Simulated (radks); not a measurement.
The mean radii <r> (bohr) of the occupied orbitals of an atom or ion are listed with their occupations. Method: Dirac Kohn-Sham, PBE, spin-unpolarised, spherical densities, finite nucleus; Fermi nuclear charge, rms radius of each element as measured or else 0.836 A^(1/3) + 0.57 fm; computed with a radial shooting solver on a logarithmic mesh with Libxc functionals.

orbital  occ.     <r>
1s1/2       1  0.3834

Name the element and its charge. Open shells, if any, fill j = l - 1/2 first.

Answer. Z = 4, beryllium, charge +3: Be3+ in 1s1. The 1s radius gives Z: for a bare nucleus <r> = (2 gamma + 1)/(2Z) with gamma = sqrt(1 - (Z/c)^2), 0.3749 bohr for Z = 4, and the self-interaction of the functional makes it slightly larger (0.3834 here). The occupations add up to 1, and the charge is Z minus that.
